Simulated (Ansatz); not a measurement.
Species: H2BCl, SMILES `BCl` (charge 0, multiplicity 1), formula H2BCl.

Q: How many basis functions does frozen-core CCSD(T)/cc-pVTZ // B3LYP-D3(BJ)/def2-TZVP (Ansatz, a program for electronic structure) use, how many core orbitals are frozen, and how many electrons are correlated?

A: 92 basis functions and 6 frozen orbitals, which leaves 12 correlated electrons. Core time is of the order of seconds.
